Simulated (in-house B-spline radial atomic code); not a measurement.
# RPA and G0W0 on LC-wPBE: Te⁵⁺

Configuration [Kr] 4d10 5s1, highest spin, mean-field start LC-wPBE. Computed with an all-electron radial atomic-structure program (B-spline basis): all electrons, scalar-relativistic (spin-free one-electron X2C), finite nucleus, each spin shell either full or empty, empty states to l = 9 with an (l + 1/2)⁻⁴ tail; G0W0 by contour deformation at full frequency.

Command:
```bash
python run_gw.py task.json out
```
Settings (radii: box in bohr, nucleus in fm):
```
Z                        52
electrons                47
configuration            [Kr] 4d10 5s1
hamiltonian              x2c
method                   lc_wpbe
lmax                     9
rms_radius               4.7423
spin_polarised           True
box_radius               10.43
intervals                67
ion_configuration        [Kr] 4d10
```

Cost of the run: 14 s on 1 thread of Arm Neoverse N1 (shared host).

Energies (hartree):

```tsv
term	value
mean-field total	-6787.79729
Hartree-Fock functional on these orbitals	-6785.58021
direct second order	-4.125
second-order exchange	1.1428
SOSEX correction	1.0763
```

Q: What is the RPA correlation energy, and what remains with SOSEX?

A: RPA gives -3.6909 hartree (-2.14 eV per electron); RPA + SOSEX gives -2.6146, and the second-order doubles -2.9823 hartree (no singles). RPA lacks exchange-type terms and so overcorrelates at short range.

Quasi-particle levels (eV):

| level | occupied | mean field | Σx - vxc | Σc | QP weight | G0W0 |
| --- | --- | --- | --- | --- | --- | --- |
| 5s up | yes | -69.72 | 0.48 | ? | ? | ? |
| 4d down | yes | -104.11 | -5.81 | 0.22 | 0.960 | -109.70 |
| 4d up | yes | -104.45 | -5.83 | 0.24 | 0.930 | -110.04 |
| 5s down | no | -59.43 | 3.61 | -2.62 | 0.972 | -58.44 |

G0W0 = mean field + (Σx - vxc) + Σc, with Σc (partial-wave tail included) taken at the quasi-particle energy. Only the outer levels were computed. Levels of low weight are left out.

Q: Where does G0W0 put 5s up?

A: At -71.30 eV, with Σc = -2.07 eV and a quasi-particle weight of 0.978. The tabulated removal energy is 69.1 ± 2 eV (NIST, tabulated theory); the calculation leaves out spin-orbit coupling, Breit and QED terms, and what these don't explain is the method's own error.

Q: What does it cost to remove one electron (to [Kr] 4d10) by differences of total energies, each species on its own start (correlation terms add to the Hartree-Fock functional)?

A: LC-wPBE 70.98 eV, Hartree-Fock functional 68.96 eV, + RPA 70.98 eV, + RPA + SOSEX 70.40 eV, + second order 71.21 eV. Tabulated: 69.1 ± 2 eV (NIST, tabulated theory); the calculation leaves out spin-orbit coupling, Breit and QED terms, and what these don't explain is the method's own error.
